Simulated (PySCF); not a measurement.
C2H13NSi3.
Structure used (GFN2-xTB), in Å, numbered top down from 1:
```
atom  x, y, z in Å
C1    -1.6485   -1.6010   -0.1416
Si2   -0.8120   -0.0571    0.5703
C3    -1.6668    1.4971   -0.1118
N4     0.8946   -0.0144    0.1678
Si5    1.8200    1.3757    0.6708
Si6    1.6243   -1.2604   -0.8099
H7    -2.6904   -1.6406    0.1595
H8    -1.6191   -1.6113   -1.2264
H9    -1.1698   -2.5084    0.2093
H10   -0.9078   -0.0844    2.0427
H11   -2.7099    1.5360    0.1863
H12   -1.6335    1.5275   -1.1975
H13   -1.1817    2.3958    0.2557
H14    1.8678    2.3647   -0.4124
H15    1.1621    1.9475    1.8449
H16    3.1718    0.9320    1.0080
H17    0.9542   -1.3295   -2.1126
H18    3.0319   -0.9178   -1.0013
H19    1.5029   -2.5420   -0.1092
```

Computed at PBE0/pcSseg-1 (PySCF, non-relativistic), with Q(14N) = 0.02044 b: N4, 14N (I = 1): χzz = -2.932 MHz, η = 0.085.

Q: Where would the pure quadrupole (NQR) lines of 14N at N4 fall for the rigid, isolated species?

A: From ν± = (3/4)|χ|(1 ± η/3) and ν0 = |χ|η/2: ν+ 2.261 MHz, ν− 2.137 MHz, ν0 0.125 MHz (nitrogen bridging silicon atoms).

In a crystal, neighbours and librations shift these lines. GFN2-xTB bond lengths can be off by several hundredths of an ångström, more for odd bonds, and the gradients follow them. A larger basis could move these couplings by a tenth or more.

One conformer stands for the species.
